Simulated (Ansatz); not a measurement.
methylsilane (CH$_{6}$Si), singlet, geometry from GFN2-xTB; R2SCAN/cc-pVTZ in Ansatz (a first-principles code).

Input for Ansatz:
Ansatz 0.2 input:
```yaml
crystal:
  periodic: [false, false, false]
  atoms:
    - {symbol: C, position_ang: [-0.01298196, 0.00392095, -1.25022897]}
    - {symbol: Si, position_ang: [0.00669850, -0.00202315, 0.64510011]}
    - {symbol: H, position_ang: [-0.01147190, -1.00712268, -1.64830101]}
    - {symbol: H, position_ang: [-0.89650587, 0.50641306, -1.63436438]}
    - {symbol: H, position_ang: [0.85673226, 0.51618733, -1.65253877]}
    - {symbol: H, position_ang: [0.00413621, 1.37681588, 1.13946736]}
    - {symbol: H, position_ang: [-1.17977102, -0.70041180, 1.14524608]}
    - {symbol: H, position_ang: [1.21099302, -0.68708334, 1.12046299]}
basis:
  gaussian:
    orbitals: cc-pVTZ
hamiltonian:
  xc: r2scan
```

Question: What does Ansatz print? Leave out banner, timings and long lists.

Answer: 
```
Functional definition: r2SCAN
799 factors; their error is unknown
mean field evaluation 1: about -9005.4521 eV, gradient 5.2e1 eV
mean field evaluation 2: about -9000.1680 eV, gradient 6.4e1 eV
mean field evaluation 4: about -9011.7198 eV, gradient 1.1e0 eV
mean field evaluation 8: about -9011.6938 eV, gradient 2.3e-1 eV
mean field evaluation 16: about -9011.6939 eV, gradient 2.5e-5 eV
mean field -9011.69387192 eV, -331.1736414476 hartree, gradient 2.5e-5 eV, S^2 0.000000; 0 other end points of the search recorded, 0 dependent functions left out
reference -9011.69388304 eV, -331.1736418561 hartree; 13, 13 occupied and 135, 135 virtual orbitals, 799 factors
Total energy: -9011.69388304 eV, -331.1736418561 hartree
```
